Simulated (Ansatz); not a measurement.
Z-matrix (Å, degrees):
```
C
Si 1 1.838
H 1 1.091 2 110.6
H 1 1.093 2 109.7 3 -119.8
H 1 1.091 2 110.6 3 120.5
O 2 1.628 1 108.1 3 58.6
Br 2 2.240 1 110.7 3 -60.5
O 2 1.622 1 111.5 3 -178.7
H 6 0.958 2 118.6 1 -170.7
Si 8 1.643 2 144.2 1 119.4
H 10 1.483 8 107.3 2 -177.8
H 10 1.485 8 110.2 2 62.8
H 10 1.484 8 110.3 2 -58.3
```

Charge 0, multiplicity 1.

Question: List the ωB97M-V/def2-TZVPP orbital energies in eV (Ansatz 0.2.0). (An estimate is asked.)

Answer: Ansatz gave: Occupied: -13156.52, -1808.65, -1807.62, -1708.85, -1537.04, -1537.00, -1537.00, -526.48, -526.39, -281.22, -241.70, -181.36, -181.21, -181.21, -149.48, -148.61, -103.66, -103.61, -103.56, -102.76, -102.71, -102.70, -74.75, -74.70, -74.69, -74.57, -74.57, -31.48, -30.82, -24.31, -22.66, -19.31, -17.95, -15.97, -14.91, -14.60, -14.02, -13.97, -13.81, -12.97, -12.53, -11.91, -11.46, -11.20, -10.70, -10.68. Lowest empty: 1.62, 2.56, 2.93, 3.14, 3.20, 3.45, 3.50, 4.34.
